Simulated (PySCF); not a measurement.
Ge (germanium, neutral): UHF calculation

Configuration: [Ar] 3d10 4s2 4p1 5s1, high-spin 3P determinant (an excited configuration). All numbers are calculated (PySCF 2.14, scalar relativity through the core potential, in aug-cc-pwCVDZ-PP with ECP10MDF (6s5p4d1f, 48 functions)).

* Total energy: -293.173105 hartree
* One-electron energy: -519.4581 hartree
* Hartree (Coulomb) energy: 249.8450 hartree
* Exchange energy: -23.5600 hartree
* ⟨S²⟩: 2.0098
* ⟨L²⟩: 2.032
* Sum of ⟨r⟩: 25.12 bohr
* Sum of ⟨r²⟩: 66.52 bohr²
* Traceless quadrupole moment −½Σ⟨3z² − r²⟩ along its main axis: -2.92 e·bohr²

```tsv
shell	electrons	mean orbital energy (hartree)	spread (hartree)	rms radius, mean of both spins (bohr)
3s α	1	-7.50497	0	0.670
3s β	1	-7.49874	0	0.670
3p α	3	-5.41730	0.00004	0.702
3p β	3	-5.41143	0.01705	0.702
3d α	5	-1.75558	0.00921	0.809
3d β	5	-1.75186	0.01680	0.809
4s α	1	-0.72796	0	2.24
4s β	1	-0.63625	0	2.24
4p α	1	-0.39250	0	2.89
5s α	1	-0.10421	0	6.14
```

Energies and moments cover only the electrons outside the core potential. The outer electron is Rydberg-like, and this basis confines it to a smaller radius and binds it less than a complete one would.
